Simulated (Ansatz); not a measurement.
Two members of one family (Zr oxide hydroxide), computed with Ansatz in the gas phase; def2 core potentials for Zr, no spin–orbit coupling. The two geometries come from different levels. Binding counts from free atoms in the multiplicity of their measured ground term, without zero-point energy. A dash marks a value that wasn't run or was left out as unsound. The structures are stationary points that may keep the symmetry of their start. Remarks come from the PBE and PBE0 runs and from stability tests at other levels; not every state was tested. HOMO above LUMO (over both spins in singlets and doublets, within one spin in higher multiplets; at PBE or PBE0), or a gap under 0.15 eV within one spin, warns that the state may not be the lowest or that an electron is smeared out.

First: Zr2O6H4 (with an O–O bond) (singlet, charge 0, r2SCAN-D4/def2-SVP geometry).

```xyz
12

Zr   -1.198    1.079    1.508
Zr    0.432   -0.648   -0.726
O    -1.554   -0.667   -0.337
O     0.546    1.258    0.164
O    -0.653    1.415    3.146
O     0.455   -0.420   -2.638
O     1.818   -1.899   -0.236
O    -0.869   -0.972    0.975
H     0.284   -0.374   -3.582
H     1.316    1.810    0.358
H    -2.771    2.090    1.172
H     2.195   -2.671    0.197
```

```json
{"level": "PBE-D4/def2-TZVP", "HOMO (eV)": "-5.84", "LUMO (eV)": "-2.82", "gap (eV)": "3.03", "vertical IE (eV)": "8.77", "vertical triplet (eV)": "3.48", "binding per atom (eV)": "–"}
{"level": "PBE-D4/def2-TZVPD", "HOMO (eV)": "-5.87", "LUMO (eV)": "-2.86", "gap (eV)": "3.01", "vertical IE (eV)": "–", "vertical triplet (eV)": "–", "binding per atom (eV)": "–"}
{"level": "r2SCAN-D4/def2-TZVP", "HOMO (eV)": "-6.16", "LUMO (eV)": "-2.61", "gap (eV)": "3.54", "vertical IE (eV)": "–", "vertical triplet (eV)": "3.74", "binding per atom (eV)": "–"}
{"level": "PBE0-D4/def2-TZVP", "HOMO (eV)": "-7.18", "LUMO (eV)": "-1.98", "gap (eV)": "5.20", "vertical IE (eV)": "9.29", "vertical triplet (eV)": "4.01", "binding per atom (eV)": "4.49"}
{"level": "PBE0-D4/def2-TZVPD", "HOMO (eV)": "-7.19", "LUMO (eV)": "-2.01", "gap (eV)": "5.19", "vertical IE (eV)": "–", "vertical triplet (eV)": "–", "binding per atom (eV)": "4.49"}
```

Remarks: gap within one spin near zero at PBE or PBE0 (+1 doublet), gap within one spin near zero at PBE or PBE0 (triplet).

Second: Zr3O7H2 (with an O–O bond) (singlet, charge 0, PBE0-D4/def2-SVP geometry).

```
atom   x (Å)   y (Å)   z (Å)
 Zr1   0.227   0.678  -1.967
 Zr2   0.819  -0.212   1.020
 Zr3  -1.940  -0.697  -0.185
  O4   0.306   1.867  -3.249
  O5  -0.691   0.862   0.108
  O6   1.899   0.719  -0.543
  O7   1.559   0.094   2.771
  O8   1.658  -0.709  -0.833
  O9  -1.394  -0.604  -1.999
 O10  -0.590  -1.587   0.936
 H11   1.928   0.179   3.650
 H12  -3.783  -0.590   0.292
```

What does the change do? Estimate second minus first.


```csv
level,Δ HOMO (eV),Δ LUMO (eV),Δ gap (eV),Δ vertical IE (eV),Δ vertical triplet (eV),Δ binding per atom (eV)
PBE-D4/def2-TZVP,-0.60,-0.14,0.45,0.11,0.22,–
PBE-D4/def2-TZVPD,-0.57,-0.11,0.46,–,–,–
r2SCAN-D4/def2-TZVP,-0.59,-0.10,0.49,–,0.30,–
PBE0-D4/def2-TZVP,-0.66,-0.15,0.51,0.21,0.20,0.77
PBE0-D4/def2-TZVPD,-0.64,-0.12,0.52,–,–,0.77
```

Remarks: gap within one spin near zero at PBE or PBE0 (+1 doublet), gap within one spin near zero at PBE or PBE0 (triplet).
